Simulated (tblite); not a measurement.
H7NPSi2 (charge -1).
Geometry (GFN2-xTB, Å), atoms numbered from 1 in this order:
```xyz
11
H7NPSi2 angstrom
Si    -1.390   -0.905   -0.055
N     -0.086    0.077   -0.520
Si     1.556    0.222   -0.021
P     -0.298    1.837   -0.671
H     -1.926   -0.685    1.311
H     -0.921   -2.300   -0.111
H     -2.498   -0.697   -0.994
H      1.841    0.934    1.238
H      1.991   -1.189    0.289
H      2.368    0.643   -1.165
H     -0.632    2.065    0.673
```

Level: GFN2-xTB in tblite, geometry and Hessian alike; calculated harmonic values, unscaled, isolated species. The method is semi-empirical: single wavenumbers can be off by several per cent or more. Modes of hydrogen on phosphorus and silicon can be 10 to 20 % off. One conformer, not necessarily the lowest.

Harmonic wavenumbers (cm⁻¹): 102.4, 116.0, 144.2, 160.3, 273.5, 422.0, 516.6, 556.5, 569.3, 593.0, 601.4, 708.0, 765.3, 791.5, 816.1, 823.6, 845.0, 874.9, 907.6, 1121.4, 1827.6, 2034.9, 2067.4, 2107.6, 2142.1, 2195.3, 2204.8.

A = 4265, B = 2735, C = 1774 MHz; mass 107.985 u (most abundant isotopes); point group C1, symmetry number 1.

Q: Zero-point energy?

A: Half the sum of the wavenumbers: 13144 cm⁻¹ = 37.58 kcal/mol.

Q: Give the ideal-gas entropy at 500 K and 1 bar in the rigid-rotor, harmonic-oscillator model (classical rotation).

A: Translation 42.54, rotation 28.68, vibration 32.42: S = 103.7 cal/(mol K).

Q: And Cp and H(500 K) − H(0)?

A: Cp = 39.85 cal/(mol K), of which vibrations give 31.90 (their classical limit is 27 R = 53.7); H(500 K) − H(0) = 12.61 kcal/mol without the zero-point energy, 8.63 from vibrations.

Q: What must be added to the electronic energy to get the Gibbs energy at 500 K and 1 bar?

A: ZPE + [H(500 K) − H(0)] − T·S = 37.58 + 12.61 − 51.83 = -1.64 kcal/mol.

Q: Which modes carry the vibrational entropy at 500 K?

A: 102.4 cm⁻¹: 4.42; 116.0 cm⁻¹: 4.18; 144.2 cm⁻¹: 3.75; 160.3 cm⁻¹: 3.54; 273.5 cm⁻¹: 2.51; 422.0 cm⁻¹: 1.72 cal/(mol K); the other 21 give 12.30 together.

Q: How do the functions run with temperature in this model?

A: 
```csv
T (K),S (cal/(mol K)),Cp (cal/(mol K)),H − H(0) (kcal/mol),G − H(0) (kcal/mol),ln q(vib)
150,69.5,18.4,1.92,-8.51,1.52
250,80.7,26.2,4.15,-16.04,3.21
298.15,85.7,29.6,5.50,-20.04,4.06
400,95.2,35.5,8.83,-29.27,5.87
600,111.2,43.3,16.77,-49.97,9.34
900,130.3,50.3,30.92,-86.31,14.07
```

q(vib) and H(0) count from the zero-point level.

Q: Blend soft modes into free rotors: weight 1/[1 + (100 cm⁻¹/ν̃)⁴] for the oscillator and the rest for a rotor with moment μB/(μ + B), μ = h/(8π²ν), B = 10⁻⁴⁴ kg m². What vibrational entropy results?

A: 31.35 cal/(mol K) in place of 32.42, which changes −T·S at 500 K by +0.54 kcal/mol.

Hindered rotation and anharmonicity are outside this model. Other conformers, if any are populated, would add a mixing term that is left out. The structure is chiral; the term R ln 2 for an equal mix with its mirror image is left out.
